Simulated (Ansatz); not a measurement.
C2H5ClF2Si (`F[C@@H]([SiH3])[C@@H](F)Cl`). Charge 0, multiplicity 1. All single points use the PBE0-D4/def2-TZVP geometry. It is one conformer, not always the lowest.

```xyz
11

F    -1.039    0.161    1.513
C    -0.010    0.301    0.600
Si    0.564   -1.447    0.067
C    -0.439    1.158   -0.562
F    -1.377    0.521   -1.317
Cl   -1.102    2.715   -0.031
H     0.816    0.823    1.099
H     1.175   -2.094    1.252
H    -0.592   -2.231   -0.422
H     1.584   -1.289   -1.003
H     0.421    1.382   -1.197
```

Task: What is the dipole moment at ωB97M-V/def2-TZVPP? (An estimate is asked.)

Result: Ansatz gave: 2.80 D, with components (2.69, -0.67, -0.43) D in this frame, pointing from negative to positive charge.

Task: And with PBE, r2SCAN, B3LYP? (Estimate.)

Result: Ansatz gave: PBE 2.59 D, r2SCAN 2.76 D, B3LYP 2.81 D.

Task: Give the Mulliken charges with ωB97M-V, B3LYP, r2SCAN in def2-TZVPP. (Estimate.)

Result: Ansatz gave: 
| atom | ωB97M-V | B3LYP | r2SCAN |
| --- | --- | --- | --- |
| F1 | -0.21 | -0.23 | -0.22 |
| C2 | 0.00 | 0.08 | 0.10 |
| Si3 | 0.15 | 0.25 | 0.26 |
| C4 | 0.10 | 0.17 | 0.23 |
| F5 | -0.18 | -0.20 | -0.19 |
| Cl6 | -0.08 | -0.12 | -0.13 |
| H7 | 0.11 | 0.08 | 0.04 |
| H8 | -0.01 | -0.05 | -0.05 |
| H9 | 0.01 | -0.03 | -0.04 |
| H10 | -0.02 | -0.06 | -0.06 |
| H11 | 0.13 | 0.11 | 0.07 |

B3LYP here is the variant with VWN-RPA as its local correlation; programs differ in this.
